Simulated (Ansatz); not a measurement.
Pulling the pair apart

The pair of Br⁻ (SMILES [Br-], atom 1) and H₂Te (SMILES [TeH2], atoms 2–4), both closed shells, in one local arrangement (a lower one may exist), relaxed at PBE0-D4/def2-TZVPD:

Br1  (0.239, 1.635, -2.220)
Te2  (-0.044, 0.258, 0.640)
H3  (-0.005, -1.050, -0.365)
H4  (-0.189, -0.842, 1.945)
(Å)

H₂Te is shifted rigidly along the line between the mean atom positions of the two fragments (negative: closer). Counterpoise interaction energies in kcal/mol. Ansatz 0.2.0; basis: def2-TZVPPD; cores frozen in the correlated methods. Filled d shells of the heavier atoms are correlated. Core potentials replace the inner electrons of the atoms past krypton. The def2 sets are not built for correlating such inner shells, so the correlated values are less sure here.

| shift (Å) | wB97M-V | r2SCAN-D4 | PBE0-D4 |
| --- | --- | --- | --- |
| -0.32 | -7.38 | -9.40 | -10.06 |
| -0.16 | -10.15 | -11.85 | -12.30 |
| 0.00 | -11.19 | -12.60 | -12.87 |
| 0.16 | -11.21 | -12.39 | -12.51 |
| 0.38 | -10.34 | -11.27 | -11.28 |
| 0.80 | -7.89 | -8.51 | -8.49 |
| 1.59 | -4.18 | -4.47 | -4.51 |
| 3.19 | -1.40 | -1.40 | -1.47 |

Question: What does CCSD(T) give at these shifts? (An estimate is asked for; the value comes from the calculation.)

Answer: The calculation gives: -4.81, -8.00, -9.37, -9.67, -9.13, -7.17, -3.97, -1.35 kcal/mol. For zero shift, CCSD(T) at an estimated basis limit (MP2 extrapolated from triple and quadruple zeta, plus CCSD(T) − MP2 in triple zeta) gives -11.74 kcal/mol. These are counterpoise interaction energies, counted from the two frozen fragments.

No T1 diagnostic of these runs exceeds 0.010.

For scale, one of the runs: CCSD(T)/def2-TZVPPD, 150 basis functions, launched by `ansatz run in.yaml --threads 2 --pin off --events-out ev --progress --plain --max-ram 5222MiB`. Time: 9.5 s of wall clock on 2 CPU threads of an Intel Xeon 6975P-C; the host was shared. Peak host memory: 0.86 GiB.
